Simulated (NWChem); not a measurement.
Molecule: MgSiH3Cl; SMILES [Mg]([SiH3])[Cl]

Program: NWChem. Pople sets run with spherical d functions. Structure relaxed at the PBE0/def2-SVP level. Level r2SCAN/6-31G*: energy and gradient on several grids; changes count from the extra-fine grid, which is no exact limit either.

```tsv
grid	size of the energy change (μHa)	largest change of a gradient component (μHa/bohr)
xcoarse	600	200
coarse	70	200
medium	< 10	30
fine	< 10	30
xfine	< 10	< 30
```
